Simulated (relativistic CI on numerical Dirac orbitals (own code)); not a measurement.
# Sensitivity of the levels of Zr3+ to α and to the nuclear radius

Calculated at this level of theory: Dirac-Coulomb-Breit CI, KLI orbitals optimised for each configuration, valence Slater integrals scaled by 0.85, P86 correlation energy added to each configuration, derivatives by finite differences, QED left out (own radial code, finite nucleus).

Configurations in the expansion (outside the closed core [Ar] 3d10 4s2): 4p6 4d, 4p6 5s, 4p6 5p, 4p6 4f, 4p6 5d, 4p5 4d2, 4p6 5f. Double excitations out of closed p, d and f shells are left out; levels of such configurations are missing from the list, as are those of other unlisted configurations, and high levels can miss mixing partners.

With x = (α/α₀)² − 1 an excitation energy changes as ω = ω₀ + qx; K = 2q/ω₀ is the relative enhancement. Terms are leading LS components, so labels can repeat. The field-shift factor is F = δν/δ⟨r²⟩ for the transition from the lowest level.

Lowest level 4p6 4d 2D_3/2.

| Level | ω₀ (cm⁻¹) | q (cm⁻¹) | K | F (GHz/fm²) |
| --- | --- | --- | --- | --- |
| 4p6 4d 2D_5/2 | 1108.3 | 1045 | 1.89 | 0.0198 |
| 4p6 5s 2S_1/2 | 41547.8 | -6734 | -0.324 | 4.16 |
| 4p6 5p 2P°_1/2 | 84001.4 | -5319 | -0.127 | 1.01 |
| 4p6 5p 2P°_3/2 | 86299.1 | -2913 | -0.0675 | 0.984 |
| 4p6 5d 2D_3/2 | 146757.2 | -2727 | -0.0372 | 1.04 |
| 4p6 5d 2D_5/2 | 147092.6 | -2392 | -0.0325 | 1.04 |
| 4p6 4f 2F°_5/2 | 163299.6 | -2721 | -0.0333 | 1.18 |
| 4p6 4f 2F°_7/2 | 163324.8 | -2705 | -0.0331 | 1.18 |
| 4p6 5f 2F°_5/2 | 203789.6 | -2725 | -0.0267 | 1.23 |
| 4p6 5f 2F°_7/2 | 203846.2 | -2683 | -0.0263 | 1.23 |
| 4p5 4d2 4D°_1/2 | 227473.5 | 2389 | 0.021 | 0.918 |
| 4p5 4d2 4D°_3/2 | 228051.3 | 2769 | 0.0243 | 0.922 |
| 4p5 4d2 4D°_5/2 | 229015.5 | 3342 | 0.0292 | 0.93 |
| 4p5 4d2 4D°_7/2 | 230732.3 | 4743 | 0.0411 | 0.929 |
| 4p5 4d2 4G°_11/2 | 236770.7 | 2265 | 0.0191 | 0.995 |
| 4p5 4d2 4G°_9/2 | 237872.5 | 2200 | 0.0185 | 0.978 |
| 4p5 4d2 4P°_5/2 | 238387.1 | 3026 | 0.0254 | 0.97 |
| 4p5 4d2 4G°_7/2 | 239542.5 | 2972 | 0.0248 | 0.957 |
| 4p5 4d2 4G°_5/2 | 240662.8 | 2227 | 0.0185 | 0.966 |
| 4p5 4d2 4P°_3/2 | 241102.3 | 4730 | 0.0392 | 0.946 |
| 4p5 4d2 4P°_1/2 | 243406.2 | 6945 | 0.0571 | 0.924 |
| 4p5 4d2 2D°_3/2 | 243878.4 | 2197 | 0.018 | 0.976 |
| 4p5 4d2 2D°_5/2 | 244712.7 | 2788 | 0.0228 | 1 |

For a near-neutral ion this model can misplace configurations by up to about 10,000 cm⁻¹ (more where the count of f electrons changes) and terms by 10 to 25 % of their spread. Rates follow the energies as ν³ (E1, M1) or ν⁵ (E2), so they and the lifetimes can be off by large factors. The fine structure of a lone outer electron comes out too small, for d and f at times inverted, and misplaced configurations move strength between like terms.
